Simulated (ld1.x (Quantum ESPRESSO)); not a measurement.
# Transferability test, TM potential for gold

```
Element                 : Au
Generator               : ld1.x (Quantum ESPRESSO) 7.5
Type                    : norm-conserving Troullier–Martins (Kleinman–Bylander form)
Functional              : BLYP
Relativity              : scalar-relativistic
Frozen core             : [Xe] 4f14
Valence charge          : 11
Reference configuration : 5d9 6s0 6p0 (charge +2)
Partial waves           : 6p (bound, empty): rc 2.30 bohr; 5d (bound): rc 1.95 bohr; 6s (bound, empty): rc 1.75 bohr
Local potential         : the s channel
Core correction         : a·sin(br)/r model core, default radius (core density twice the valence density)
```

Energies are relative to the spin-unpolarised reference configuration 5d9 6s0 6p0; without spin polarisation the order of configurations can differ from experiment.

```csv
valence configuration,charge,ΔE all-electron (eV),error AE − PS (meV)
5d10 6s1 6p0,0,-30.581,-32
5d10 6s0 6p0,+1,-21.113,-60
5d8 6s0 6p0,+3,33.756,-115
5d9 6s1 6p0,+1,-18.583,+1.3
5d10 6s0 6p1,0,-25.346,-32
5d10 6s0.5 6p0,+0.5,-26.791,-46
```

**Question.** What are ΔE and the potential's error for 5d9 6s2 6p0?

**Answer.** ΔE = -29.009 eV all-electron; the error (AE − PS) is -2.3 meV.

Levels in the configuration 5d10 6s1 6p0:

```
level  all-electron (eV)  pseudo (eV)
   5d             -6.766       -6.705
   6s             -5.776       -5.800
```
